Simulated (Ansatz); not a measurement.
`CB[SiH2]O` → `CBO` + `[SiH2]`  (silylene formation by 1,1-elimination)

Calculated with Ansatz (gas phase, PBE0-D4/def2-TZVP geometries, no zero-point term in ΔE). CCSD(T)/CBS adds triple-zeta CCSD(T) − MP2 to the extrapolated MP2 energy (def2 sets, frozen cores). This one scheme is used for every species. Functionals use def2-TZVPP. B3LYP here is the variant with VWN-RPA as its local correlation; programs differ in this. HSE06 is defined as in plane-wave codes. Each species was taken in one conformer, which may not be the lowest.

`CB[SiH2]O`:

Cartesian coordinates in Å:
```
C -1.336 -0.900 0.500
B -0.678 0.503 0.412
Si 1.170 0.869 -0.300
O 2.086 -0.474 -0.635
H -0.653 -1.752 0.479
H -1.949 -0.962 -0.417
H -2.048 -1.012 1.323
H -1.333 1.461 0.728
H 1.965 1.630 0.701
H 1.038 1.732 -1.518
H 1.737 -1.095 -1.274
```

`CBO`:

Z-matrix (Å, degrees):
```
C
B 1 1.559
H 1 1.096 2 110.2
H 1 1.092 2 113.4 3 122.1
H 1 1.096 2 110.2 3 -115.8
O 2 1.357 1 119.4 3 -122.1
H 2 1.207 1 121.8 3 57.8
H 6 0.960 2 113.1 1 180.0
```

`[SiH2]`:

Z-matrix (Å, degrees):
```
Si
H 1 1.525
H 1 1.525 2 91.2
```

```tsv
level	ΔE (kJ/mol)	difference from CCSD(T)/CBS
B3LYP-D4	142.6	-6.0
BHLYP-D4	152.4	3.8
revPBE	131.3	-17.3
BLYP	118.0	-30.6
PBE0	152.9	4.3
B3LYP	130.9	-17.7
HSE06	152.8	4.2
CCSD(T)/def2-TZVPP	139.0	-9.6
MP2/def2-QZVPP	161.1	12.5
MP2/CBS(def2)	164.7	16.1
CCSD(T)/CBS	148.6	0
```

Largest T1 diagnostic among the species: 0.014.

From PBE to PBE0 (25 % exact exchange), in def2-TZVPP and without D4, ΔE moves by +9.1 kJ/mol. Leaving LDA and LC-ωPBE aside and taking each functional with its dispersion term where it has one, the values, not all of them listed here, spread over 36.0 kJ/mol, from BLYP-D4 to r2SCAN0-D4. LDA lies +25.3 kJ/mol from PBE without D4.
